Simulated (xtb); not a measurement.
BrH3InNO, SMILES [Br][In]([OH])[NH2]. All values are semi-empirical tight-binding results from xtb (GFN2-xTB unless named), good for trends rather than for accurate numbers. The structure is a stationary point at GFN2-xTB. The structure was generated by enumeration; whether it is a known compound was not checked. Other conformers were not sampled.

Optimised geometry:

Bonded distances (Å): In1–Br2 2.476, In1–O3 1.946, In1–N5 2.046, O3–H4 0.957, N5–H6 1.017, N5–H7 1.016. Angles (°): Br2–In1–O3 115.3, Br2–In1–N5 126.6, O3–In1–N5 117.7, In1–O3–H4 116.3, In1–N5–H6 107.2, In1–N5–H7 112.2, H6–N5–H7 107.4.

For metal compounds this method's bond lengths and energies can be far off.

```
Item                                           Value
-------------------------------------  -------------
orbital gap                                  2.88 eV
zero-point energy                      22.3 kcal/mol
G − E(el) at 298.15 K (modified RRHO)   0.9 kcal/mol
```

Q: Give the atomic charges and the Wiberg bond orders between heavy atoms. (An estimate is asked for; the answer gives what the named calculation found.)

A: charges (e) In1 0.30, Br2 -0.13, O3 -0.50, H4 0.32, N5 -0.36, H6 0.20, H7 0.18. Bond orders In1–Br2 0.99, In1–O3 1.00, In1–N5 0.98.
